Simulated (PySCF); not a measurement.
Method: ωB97X-D3(BJ)/def2-TZVP // PBE0-D3(BJ)/def2-TZVP (PySCF 2.14.0). Gas-phase values, no solvent. One relaxed conformer stands for a flexible species; it need not be the lowest. Delta-SCF ions had no search for a lower state. Excitations are Tamm–Dancoff values on a coarser integration grid. The basis has no diffuse functions, so Rydberg states are missing or too high.

Reference species (SMILES): `C=[SiH]C#N` (neutral, multiplicity 1).

```json
{
  "T1 excitation (TDA)": "2.64 eV",
  "vertical ionisation energy (Delta-SCF)": "9.32 eV",
  "HOMO": "-9.50 eV"
}
```

Changed species: `C(N)(=O)[SiH]=C` (C–Si–C–O torsion 180°) (X = carbamoyl; the reference has X = cyano).

**Question.** Predict the effect on the T1 excitation (TDA), vertical ionisation energy (Delta-SCF) and HOMO.

**Answer.** the T1 excitation (TDA) goes up by 0.13 eV, to 2.77 eV; the vertical ionisation energy (Delta-SCF) drops by 0.51 eV, to 8.81 eV; the HOMO rises by 0.45 eV, to -9.05 eV.
